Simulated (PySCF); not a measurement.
Gas-phase XPS of `O=CN([SiH3])[SiH3]`, computed

Compound: CH7NOSi2.
Numbering: `[O:1]=[CH:2][N:3]([SiH3:4])[SiH3:5]`

Method used: PySCF 2.14.0, delta-SCF UKS SCAN, pcX-2 on the ionised atom, pcseg-1 elsewhere, spin-free X2C. These are vertical core ionisation energies against the vacuum level, from separate self-consistent calculations with and without the core hole.

Task: What binding energy does each computed site have?

Result: 
| atom(s) | environment | level | binding energy (eV) | 2p1/2 (eV) | count |
| --- | --- | --- | --- | --- | --- |
| O1 | amide oxygen | O 1s | 537.44 | – | 1 |
| C2 | amide carbonyl carbon | C 1s | 293.96 | – | 1 |
| N3 | amide nitrogen | N 1s | 405.05 | – | 1 |
| Si4 | SiH3 silicon | Si 2p3/2 | 107.70 | 108.32 | 1 |
| Si4 | SiH3 silicon | Si 1s | 1847.54 | – | 1 |

Task: Which photon wavelength matches the Si 1s of Si4 threshold?

Result: λ = hc/E = 12398.42 eV Å / 1847.54 eV = 6.711 Å.

The list is incomplete; no value stands for Si 1s of Si5 or Si 2p of Si5. Spin–orbit coupling isn't in the SCF: each 2p doublet comes from a relaxed spin-free hole plus a matrix of the shell (mean-field spin–orbit coupling and the ground-state 2p splitting), with 2p3/2 averaged over its two sublevels. 2p1/2 minus 2p3/2 (ligand field included): Si 0.62 eV. Isolated species at its PBE0-D3(BJ)/def2-SVP geometry, gas phase.

Conformer computed: `[O:1]=[CH:2][N:3]([SiH3:4])[SiH3:5]`: O1–C2–N3–Si4 179°.
